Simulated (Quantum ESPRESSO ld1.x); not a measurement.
W27+, 47 electrons, occupied as [Kr] 4d10 4f1.

All-electron calculation, scalar-relativistic Kohn-Sham, LDA (Slater exchange, VWN5 correlation), spin-polarised, spherical densities, point nucleus; open shells are filled with parallel spins first. Program: ld1.x of Quantum ESPRESSO 7.5.

Energy parts (Ry):
total: -31598.697
kinetic: 34886.957
electron-nucleus: -74879.806
Hartree: 8947.506
exchange-correlation: -553.353

Orbitals (lengths in bohr, moments of r in powers of bohr):
| orbital | occ. | eigenvalue (Ry) | <1/r> | <r^4> |
|---|---|---|---|---|
| 1s up | 1 | -5170.23 | 87.05 | 5.826e-07 |
| 1s down | 1 | -5170.23 | 87.05 | 5.826e-07 |
| 2s up | 1 | -947.965 | 20.34 | 0.00008780 |
| 2s down | 1 | -947.961 | 20.34 | 0.00008779 |
| 2p up | 3 | -837.621 | 18.44 | 0.00006895 |
| 2p down | 3 | -837.617 | 18.44 | 0.00006894 |
| 3s up | 1 | -270.328 | 7.553 | 0.003178 |
| 3s down | 1 | -270.242 | 7.554 | 0.003175 |
| 3p up | 3 | -237.633 | 6.978 | 0.003398 |
| 3p down | 3 | -237.547 | 6.980 | 0.003395 |
| 3d up | 5 | -200.087 | 6.589 | 0.002606 |
| 3d down | 5 | -200.021 | 6.590 | 0.002603 |
| 4s up | 1 | -103.780 | 3.416 | 0.05883 |
| 4s down | 1 | -103.652 | 3.414 | 0.05890 |
| 4p up | 3 | -92.3066 | 3.161 | 0.07128 |
| 4p down | 3 | -92.1843 | 3.159 | 0.07138 |
| 4d up | 5 | -78.0884 | 2.921 | 0.08211 |
| 4d down | 5 | -77.9680 | 2.919 | 0.08228 |
| 4f up | 1 | -62.8893 | 2.664 | 0.07851 |
| 4f down | 0 | -62.7557 | 2.663 | 0.07882 |
| 5s up | 0 | -53.2600 | 1.815 | 0.6295 |
| 5s down | 0 | -53.1970 | 1.813 | 0.6312 |
| 5p up | 0 | -48.5817 | 1.699 | 0.7789 |
| 5p down | 0 | -48.5238 | 1.698 | 0.7813 |

The highest occupied level is 4f up at -855.65 eV. Spin moment in Bohr magnetons: 1. Summed over all electrons, <r^2> = 5.127 bohr^2, which gives a Langevin (diamagnetic) susceptibility term of -4.06 x 10^-6 cm^3/mol. The density falls to 0.001 e/bohr^3 at r = 1.26 bohr. For comparison, the ionisation energy in NIST's Atomic Spectra Database is 881 eV (semi-empirical). In exact Kohn-Sham theory the highest level is minus the ionisation energy, but local and semilocal functionals leave it too shallow, through self-interaction and a potential that decays too fast; potentials with the right tail come closer.
